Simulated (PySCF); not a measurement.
# Relaxation of singlet [In3]+

These are results of PBE0/[In def2-TZVP with ECP28], scalar-relativistic core potentials, density fitting, no spin–orbit coupling, PySCF, not measurements. A (50,194) grid was used.

A hand-made linear chain start, of D∞h symmetry, held to at least that symmetry:

```xyz
3
charge 1 multiplicity 1, angstrom
In    0.0000    0.0000    0.0000
In    0.0000    0.0000    2.6980
In    0.0000    0.0000   -2.6980
```

What forces act on the atoms at the start (eV/Å)?


```
atom    Fx    Fy     Fz
 In1  0.00  0.00   0.00
 In2  0.00  0.00   3.04
 In3  0.00  0.00  -3.04
```

What does it relax to?

It ends at D∞h with In–In 3.338 Å (×2); In–In–In 180.0° (after a last refinement on a finer grid). A frequency run shows a minimum. Other isomers or separated fragments may lie lower.

How much energy is released, and in how many steps?

138.3 kJ/mol in 6 steps.

The relaxation took 20 s on 4 threads of a shared Arm Neoverse V2 host, with 150 basis functions and 7 gradients; the process peaked at 0.75 GiB. Launch command: `OMP_NUM_THREADS=4 python axn.py task.json out`.
